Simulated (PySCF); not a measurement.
Polarisability and C₆ of Tc²²⁺ (technetium, charge +22)

[Ar] 3d3, high-spin 4F determinant. All numbers are calculated (PySCF 2.14, the spin-free X2C one-electron Hamiltonian (Gaussian nucleus), in an uncontracted even-tempered set (19 s from 2.2 bohr⁻², ratio 2.5; 12 p from 2.9 bohr⁻², ratio 2.5; 8 d from 2.9 bohr⁻², ratio 2.5; 4 f from 11 bohr⁻², ratio 2.7; 3 g from 17 bohr⁻², ratio 2.7)). Coupled (time-dependent) response in atomic units; α is the mean over directions.

```csv
method,mean α (bohr³),C₆ (like pair),S(−4)
UHF,0.03867,0.01161,0.0006763
```

S(−4) is the Cauchy moment in α(ω) = α(0) + S(−4) ω² + …

Spin-orbit coupling is absent.

α(iu) at UHF:

```tsv
u (hartree)	α(iu) (bohr³)
0	0.03867
1.00	0.03801
2.00	0.03621
4.00	0.03088
6.00	0.02560
8.00	0.02145
10.0	0.01835
15.0	0.01343
20.0	0.01049
30.0	0.006971
50.0	0.003678
```

A single London oscillator, α(iu) = α/(1 + u²/ω²), gives C₆ = (3/4) ω α². Matching the computed C₆ needs ω = 4 × 0.01161 / (3 × 0.03867²) = 10.4 hartree.

For an ion, C₆ is the dispersion term alone; charge-induced terms of lower order in 1/R come first.

Spin-orbit coupling, absent here, splits the open shell strongly.
